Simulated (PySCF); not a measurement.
CHF2, SMILES F[CH]F, multiplicity 2. Atoms are numbered in the order given.

```xyz
4

F     -0.0282    -0.2419    -1.0974
C      0.1498     0.4871     0.0000
F     -0.0282    -0.2419     1.0974
H     -0.3915     1.4321     0.0000
```
Charge 0, spin multiplicity 2.

The structure is a stationary point at B3LYP-D3(BJ)/def2-TZVP. The isomer is the one that the SMILES or the coordinates give; other isomers of the formula were not compared.

All values below come from B3LYP/pcH-1 (PySCF).

Unrestricted Kohn–Sham, ⟨S²⟩ = 0.752. Hyperfine tensors hold the contact and dipolar terms, without spin-orbit corrections.

### Question
Estimate the hyperfine couplings. (Estimate from the structure and the level; the computed values follow.)

### Answer

| nucleus | A(iso) (MHz) | A(iso) (G) | dipolar principal values (MHz) |
|---|---|---|---|
| 19F no. 1 | 216.4 | 77.2 | -254.3, -229.9, 484.2 |
| 13C no. 2 | 416.1 | 148.5 | -78.9, -78.5, 157.3 |
| 19F no. 3 | 216.4 | 77.2 | -254.3, -229.9, 484.2 |
| 1H no. 4 | 67.5 | 24.1 | -30.5, -7.8, 38.4 |

### Question
And the g tensor (effective nuclear charges for spin-orbit coupling, GIAO)? (Estimate from the structure and the level; the computed values follow.)

### Answer
principal values 2.0019, 2.0053, 2.0053; isotropic 2.0042.
